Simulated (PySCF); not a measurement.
# Structure elucidation problem

An unknown has the formula C3H12NOPSi2. Its calculated NMR data are:

1H NMR (500 MHz, computed): δ 6.80 (m, 1H), 6.62 (m, 1H), 6.49 (m, 1H), 4.70 (m, 6H), 1.59 (m, 3H).

13C{1H} NMR (computed): δ 140.8 (CH2), 139.2 (CH), 21.4 (CH3).

Calculated, not measured (PySCF 2.14.0 with density-fitted response routines): shieldings: GIAO PBE0/pcSseg-1, geometry: GFN2-xTB. No solvent model, relativity neglected, a single conformation, equivalent nuclei averaged.

References, each an isolated molecule treated in the same way: 1H (σref 31.72) and 13C (σref 186.93) vs TMS.

Deduce the structure.

## Answers


1. 3 carbon signals for 3 carbons: no two carbons are equivalent.
2. Carbon types of the structure: 1 × CH, 1 × CH2, 1 × CH3, leaving 6 H on heteroatoms.
3. δC 140.8: terminal =CH2 carbon; the olefinic region.
4. δC 139.2: alkene CH; as expected for a trigonal carbon in a double bond.
5. δC 21.4: methyl carbon bonded to P.
6. δH 6.80, 6.49: hydrogen on a terminal =CH2 carbon; a vinylic proton, deshielded by the sp2 carbon and the C=C anisotropy.
7. δH 6.62: hydrogen on an alkene CH; olefinic region.
8. δH 4.70: hydrogen on a silicon bonded to N.
9. δH 1.59: hydrogen on a methyl carbon bonded to P.

These data were computed for SMILES C=C[P@@](C)(=O)N([SiH3])[SiH3].

The data come from this structure; uniqueness wasn't tested.

Splittings by 31P in the carbon and heteronuclear signals aren't shown, as no couplings were computed. Shifts are as computed. Against solution values, carbons near 30 ppm lie about +3 ppm off and those near 130 ppm about +5 ppm. Of 1211 compounds with measured shifts, 218 miss one by over three times the rms of a fit or turn the order of signals round; such compounds aren't used in these exercises. Multiplicities follow the n + 1 count of equivalent neighbours, as no J values were calculated; m marks all less simple cases, F and P coupling included.
